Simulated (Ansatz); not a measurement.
Ansatz (an electronic-structure program) input (PBE0/def2-TZVPD):

Ansatz 0.2 input:
```yaml
crystal:
  periodic: [false, false, false]
  atoms:
    - {symbol: B, position_ang: [0.14582422, 0.01867256, -0.00100654]}
    - {symbol: N, position_ang: [1.50942725, 0.20575644, 0.01073931]}
    - {symbol: N, position_ang: [-0.62998183, -1.22784800, 0.34763058]}
    - {symbol: N, position_ang: [-0.79145706, 1.13332708, -0.37604615]}
    - {symbol: H, position_ang: [2.02654241, -0.65829729, 0.17564274]}
    - {symbol: H, position_ang: [-0.06106499, -2.06357977, 0.35783977]}
    - {symbol: H, position_ang: [-1.43217107, -1.39135404, -0.25061158]}
    - {symbol: H, position_ang: [-0.29235579, 2.01337465, -0.39999237]}
    - {symbol: H, position_ang: [-1.58599006, 1.22784492, 0.24588807]}
basis:
  gaussian:
    orbitals: def2-TZVPD
hamiltonian:
  xc: {name: PBE0}
total_charge: -1
output: {forces: true}
```

Output:

```
Functional definition: PBE0
integrals: 0.08 GiB planned
957 factors; their error is unknown
mean field: 0.90 GiB planned
mean field evaluation 1: about -5218.1614 eV, gradient 6.3e1 eV
mean field evaluation 2: about -5154.7607 eV, gradient 1.4e2 eV
mean field evaluation 4: about -5225.9677 eV, gradient 9.9e0 eV
mean field evaluation 8: about -5226.2428 eV, gradient 2.4e-1 eV
mean field evaluation 16: about -5226.2484 eV, gradient 6.2e-3 eV
mean field -5226.24836584 eV, -192.0610849664 hartree, gradient 6.5e-6 eV, S^2 0.000000; 0 other end points of the search recorded, 0 dependent functions left out
the calculation of the forces begins
reference -5226.24840132 eV, -192.0610862699 hartree; 16, 16 occupied and 177, 177 virtual orbitals, 957 factors
Total energy: -5226.24840132 eV, -192.0610862699 hartree
Atom 0 at     0.145824     0.018673    -0.001007 Å, force    -0.218950    -0.016797     0.010745 eV/Å
Atom 1 at     1.509427     0.205756     0.010739 Å, force     0.077799    -0.058405    -0.002601 eV/Å
Atom 2 at    -0.629982    -1.227848     0.347631 Å, force     0.063538     0.066096    -0.083843 eV/Å
Atom 3 at    -0.791457     1.133327    -0.376046 Å, force     0.079590    -0.061646     0.083084 eV/Å
Atom 4 at     2.026542    -0.658297     0.175643 Å, force    -0.035317     0.064072    -0.006990 eV/Å
Atom 5 at    -0.061065    -2.063580     0.357840 Å, force    -0.017261     0.033770     0.003615 eV/Å
Atom 6 at    -1.432171    -1.391354    -0.250612 Å, force     0.030787     0.012823     0.044810 eV/Å
Atom 7 at    -0.292356     2.013375    -0.399992 Å, force    -0.009919    -0.025191     0.000641 eV/Å
Atom 8 at    -1.585990     1.227845     0.245888 Å, force     0.029732    -0.014721    -0.049460 eV/Å
Dipole moment:    -0.729273    -0.325357     0.043312 e Å
```

It need not be the lowest isomer of its formula. Whether it binds its extra electron was not tested at this geometry.
